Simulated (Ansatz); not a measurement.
Reaction (redistribution): `[SiH3]OB(S)S` + `OCB(F)O[SiH3]` → `[SiH3]OB(S)O[SiH3]` + `OCB(F)S`

Computed with Ansatz on PBE0-D4/def2-TZVP structures; ΔE is electronic, products minus reactants. CBS: MP2 limit from def2 TZ/QZ plus the TZ coupled-cluster correction, frozen cores. DFT in def2-TZVPP. Each species was taken in one conformer, which may not be the lowest.

```tsv
species	PBE0 energy (Eh)
`[SiH3]OB(S)S`	-1188.65939
`OCB(F)O[SiH3]`	-606.17606
`[SiH3]OB(S)O[SiH3]`	-1156.40557
`OCB(F)S`	-638.42188
```

(1) Work out ΔE.

Largest T1 diagnostic among the species: 0.013.

Results:

(1) ΔE = (-1156.40557) + (-638.42188) − (-1188.65939) − (-606.17606) = 0.00800 Eh = +21.0 kJ/mol. CCSD(T)/CBS gives +23.4 kJ/mol.
